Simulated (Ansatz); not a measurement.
Bond stretch in tellurium hexafluoride, F₆Te, SMILES F[Te](F)(F)(F)(F)F. The Te1–F7 bond (Te1 also carries F, F, F, F, F; F7 carries nothing else) is stretched with both fragments frozen at the PBE0/def2-TZVP, def2 effective core potentials past Kr optimised geometry.

Methods: RKS-PBE = restricted PBE/def2-TZVP, def2 effective core potentials past Kr run with Ansatz (a first-principles code); UKS-PBE = unrestricted PBE/def2-TZVP, def2 effective core potentials past Kr (Ansatz); RKS-PBE0 = restricted PBE0/def2-TZVP, def2 effective core potentials past Kr (Ansatz); UKS-PBE0 = Ansatz with unrestricted PBE0/def2-TZVP, def2 effective core potentials past Kr.

Energies relative to the lowest point of each curve near equilibrium, in kcal/mol; the last columns give the difference from UKS-PBE0:

| R / Å | RKS-PBE | UKS-PBE | RKS-PBE0 | UKS-PBE0 | RKS-PBE − UKS-PBE0 | UKS-PBE − UKS-PBE0 | RKS-PBE0 − UKS-PBE0 |
|---|---|---|---|---|---|---|---|
| 1.50 | 85.9 | 85.9 | 76.6 | 76.6 | 9.3 | 9.3 | 0.0 |
| 1.63 | 27.0 | 27.0 | 21.3 | 21.3 | 5.7 | 5.7 | 0.0 |
| 1.71 | 10.1 | 10.1 | 6.5 | 6.5 | 3.6 | 3.6 | 0.0 |
| 1.79 | 2.1 | 2.1 | 0.6 | 0.6 | 1.5 | 1.5 | 0.0 |
| 1.83 | 0.4 | 0.4 | 0.0 | 0.0 | 0.4 | 0.4 | 0.0 |
| 1.86 | 0.0 | 0.0 | 0.3 | 0.3 | -0.3 | -0.3 | 0.0 |
| 1.95 | 1.8 | 1.8 | 4.2 | 4.2 | -2.5 | -2.5 | 0.0 |
| 2.05 | 7.3 | 7.3 | 12.0 | 12.0 | -4.7 | -4.7 | 0.0 |
| 2.23 | 21.7 | 21.7 | 30.0 | 30.0 | -8.2 | -8.2 | 0.0 |
| 2.44 | 40.1 | 40.1 | 51.9 | 51.9 | -11.8 | -11.8 | 0.0 |
| 2.65 | 56.8 | 56.8 | 71.7 | 70.8 | -13.9 | -13.9 | 1.0 |
| 2.99 | 78.3 | 77.5 | 97.4 | 87.4 | -9.1 | -9.9 | 10.0 |
| 3.38 | 94.7 | 89.4 | 117.6 | 95.4 | -0.7 | -6.0 | 22.1 |
| 3.87 | 106.7 | 96.1 | 133.0 | 98.9 | 7.9 | -2.8 | 34.2 |
| 4.53 | 114.6 | 99.7 | 143.8 | 99.3 | 15.3 | 0.4 | 44.6 |
| 5.27 | 118.3 | 101.1 | 149.5 | 99.5 | 18.8 | 1.6 | 50.0 |

RKS-PBE is furthest from UKS-PBE0 at 5.27 (18.8 kcal/mol, above); its mean absolute difference over the points is 7.1 kcal/mol.

UKS-PBE is furthest from UKS-PBE0 at 2.65 (-13.9 kcal/mol, below); its mean absolute difference over the points is 5.2 kcal/mol.

RKS-PBE0 is furthest from UKS-PBE0 at 5.27 (50.0 kcal/mol, above); its mean absolute difference over the points is 10.1 kcal/mol.

The restricted form behind RKS-PBE, RKS-PBE0 keeps the bonding electrons paired and can't separate into open-shell fragments. The unrestricted determinant behind UKS-PBE is spin-contaminated at 2.99 to 5.27 Å (<S²> up to 0.9, against 0.00 for a pure singlet). The unrestricted determinant behind UKS-PBE0 is spin-contaminated at 2.65 to 5.27 Å (<S²> up to 1.0, against 0.00 for a pure singlet).
